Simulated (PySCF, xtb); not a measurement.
CH6F2Si3, SMILES F[Si@H]1[SiH2][Si@H](C1)F.

xtb with GFN2-xTB at its own geometry gives an orbital gap of 3.50 eV and a dipole moment of 3.13 D.

Coordinates come from a PBE0-D3(BJ)/def2-SVP optimisation. The structure was generated by enumeration; whether it is a known compound was not checked.

### Question
What does PBE/def2-TZVP (PySCF) give? (The exact figures need the calculation; the answer reports its results.)

### Answer
gap 4.32 eV (levels -6.43 and -2.11 eV), dipole 2.54 D.
